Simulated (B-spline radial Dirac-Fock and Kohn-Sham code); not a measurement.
**Photoelectron lines of Ge at 720 eV**

System: the Ge atom, configuration 1s2 2s2 2p6 3s2 3p6 3d10 4s2 4p2.

Input of the calculation (task.json; shells as n, l, electrons):

```json
{"items": [{
  "Z": 32,
  "q": 0,
  "cfg": [[1, 0, 2], [2, 0, 2], [2, 1, 6], [3, 0, 2], [3, 1, 6], [3, 2, 10], [4, 0, 2], [4, 1, 2]],
  "A": 74,
  "rrms": 4.0742,
  "do": ["binding", "quiet", "photo"],
  "hv": [30.7, 156.0, 295.0, 514.0, 584.0, 616.0, 720.0, 1100.0, 1130.0, 1780.0, 3960.0, 4220.0, 4830.0, 5190.0, 5230.0, 22100.0, 23600.0, 29400.0, 32200.0, 39800.0, 43900.0, 45300.0, 60600.0, 122000.0]
}]}
```

Launch: `python xray_run.py task.json out`

Calculated with a radial finite-basis atomic code, using independent-particle photoionisation in a Dirac-Hartree-Slater potential with a Latter tail, all multipoles, thresholds from Dirac-Fock ΔSCF. The asymmetry parameter β is from the dipole term alone. Kinetic energies are from the vacuum level. Open shells are spread statistically over j, without multiplet splitting.

The last column is dσ/dΩ = σ/(4π) · [1 − (β/2) P₂(cos θ)] at θ = 90° from the beam of unpolarised light.

| subshell | electrons | binding (eV) | kinetic (eV) | σ (kb) | β | dσ/dΩ (kb/sr) |
| --- | --- | --- | --- | --- | --- | --- |
| M1 (3s) | 2 | 193.4 | 526.6 | 59.8 | 2.00 | 7.13 |
| M2 (3p1/2) | 2 | 136.8 | 583.2 | 75.4 | 1.61 | 8.41 |
| M3 (3p3/2) | 4 | 132.5 | 587.5 | ? | ? | ? |
| M4 (3d3/2) | 4 | 36.71 | 683.3 | 80.7 | 1.22 | 8.37 |
| M5 (3d5/2) | 6 | 36.16 | 683.8 | 118 | 1.21 | 12.3 |
| N1 (4s) | 2 | 14.68 | 705.3 | 5.38 | 2.00 | 0.642 |
| N2 (4p1/2) | 0.67 | 7.00 | 713.0 | 1.12 | 1.65 | 0.126 |
| N3 (4p3/2) | 1.33 | 6.81 | 713.2 | 2.16 | 1.66 | 0.243 |

Question: What are σ and β for M3 (3p3/2)?

Answer: σ = 149 kb, the largest of all subshells and 30 % of the total, and β = 1.62, which gives dσ/dΩ = 16.7 kb/sr.

Run: 4.5 s of CPU time on 1 thread of Neoverse-V1 (shared host), peak memory 0.39 GiB.
